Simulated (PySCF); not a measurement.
Species: C5H4AlF3O3.
Cartesian coordinates in Å at the PBE0-D3(BJ)/def2-SVP level; atoms count from 1:
```
atom  x, y, z in Å
O1     1.8663   -1.7984   -0.5401
C2     1.5309   -0.7647   -0.0160
C3     0.1379   -0.3025    0.0579
C4    -0.2569    0.9329    0.6167
O5    -1.4420    1.3486    0.6773
Al6   -3.0228    0.5258    0.0838
O7    -2.0703   -0.9818   -0.5141
C8    -0.8320   -1.1834   -0.4794
C9     2.6294    0.1210    0.6234
F10    2.3795    0.3046    1.9247
F11    2.6532    1.3276    0.0432
F12    3.8141   -0.4325    0.4942
H13    0.5074    1.6057    1.0359
H14   -3.8848    0.1162    1.3459
H15   -3.5609    1.3125   -1.1796
H16   -0.4609   -2.1326   -0.9006
```

Theory: TDDFT CAM-B3LYP/def2-SVPD, vertical, gas phase, core orbitals frozen in the response (PySCF 2.14.0, density-fitted response routines).

Transition dipole moments from the ground state, in atomic units and in the frame of the coordinates above (overall signs are arbitrary), for the states with f of 0.002 or more among the lowest 9:

```tsv
state	E (eV)	μx	μy	μz
S2	4.387	0.280	0.491	0.268
S5	5.465	1.181	0.067	0.159
S6	5.635	0.984	-0.963	-0.356
S9	6.738	-0.122	0.203	0.104
```

(1) What oscillator strength does each state have?

(2) Which bond between heavy atoms lies closest to the direction of the S6 transition dipole?

(3) What angle do the transition dipoles of S6 and S9 make?

(4) How is the summed strength of these states shared among x, y and z?

(5) What peak molar absorption coefficient would the strongest computed level give as a lone Gaussian band 0.3 eV wide at half height?

Results:

(1) f = (2/3) ΔE |μ|² with ΔE in hartree (27.2114 eV).

| state | \|μ\|² (au) | \|μ\| (D) | f |
| --- | --- | --- | --- |
| S2 | 0.392 | 1.59 | 0.042 |
| S5 | 1.425 | 3.03 | 0.191 |
| S6 | 2.021 | 3.61 | 0.279 |
| S9 | 0.067 | 0.66 | 0.011 |

(2) Al6–O7, at 13° from it; next C9–F12 at 21°.

(3) |cos θ| = |μa·μb| / (|μa| |μb|) = 0.96, so θ ≈ 17° (taken between 0 and 90°, since the signs are arbitrary).

(4) (2/3) Σ ΔE μα² gives 0.331 for x, 0.161 for y and 0.030 for z, 0.523 in all.

(5) ε(max) = 2.175×10⁸ f / FWHM, with the width in cm⁻¹. S6: 2.175×10⁸ × 0.2791 / 2420 ≈ 25000 L mol⁻¹ cm⁻¹.

Hardware: one thread of an Arm Neoverse V2, shared host with 96 logical CPUs at a one-minute load of 69. Cost: 2.5 min (with the writing of density and orbital grids), 1.6 GiB resident at most.

One conformer stands for the species.
